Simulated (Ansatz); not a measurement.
Ansatz (an electronic-structure program) input (B3LYP-D3(BJ)/def2-TZVP):

Ansatz 0.2 input:
```yaml
crystal:
  periodic: [false, false, false]
  atoms:
    - {symbol: Ta, position_ang: [0.07164958, -0.07352072, 0.09022335]}
    - {symbol: O, position_ang: [1.73247255, -0.39125120, -0.31258438]}
    - {symbol: O, position_ang: [-0.62192551, -0.78875270, 1.51466107]}
    - {symbol: Cl, position_ang: [-1.20780500, 1.29311752, -1.26122938]}
basis:
  gaussian:
    orbitals: def2-TZVP
hamiltonian:
  xc: b3lyp
  dispersion: d3bj
total_charge: -1
magnetization: {spin_polarized: true, initial_magnetization: 1}
relax: {f_tol: 0.002, max_steps: 150}
```

End of the output:

```
reference -18177.78952706 eV, -668.0214437711 hartree; 24, 23 occupied and 115, 116 virtual orbitals, 939 factors
relax step  14: F+E_penalty+E_count = -18177.95400693 eV  Δ(F+E_penalty+E_count) = -2.945e-5 eV  max|allowed force component| = 3.991e-4 eV/Å  Δτ_max = 0.0053 Å  (37 SCF iters, accepted)
integrals: 0.06 GiB planned
939 factors; their error is unknown
mean field: 0.69 GiB planned
mean field evaluation 128: about -18177.7893 eV, gradient 9.2e-4 eV
mean field -18177.78927496 eV, -668.0214345067 hartree, gradient 1.8e-5 eV, S^2 0.753876; 1 other end points of the search recorded, 0 dependent functions left out
the calculation of the forces begins
reference -18177.78952706 eV, -668.0214437711 hartree; 24, 23 occupied and 115, 116 virtual orbitals, 939 factors
Total energy: -18177.95425903 eV, -668.0274975594 hartree
Atom 0 at     0.001646    -0.254407    -0.039365 Å, force    -0.000171     0.000047    -0.000226 eV/Å
Atom 1 at     1.763858    -0.367376    -0.209660 Å, force     0.000399    -0.000126     0.000089 eV/Å
Atom 2 at    -0.536077    -0.755707     1.575165 Å, force     0.000015    -0.000187     0.000385 eV/Å
Atom 3 at    -1.255035     1.417083    -1.295069 Å, force    -0.000243     0.000267    -0.000248 eV/Å
Dipole moment:    -0.326275     0.103928    -0.397827 e Å
```

The spin state was set by rule; other spins were not relaxed.
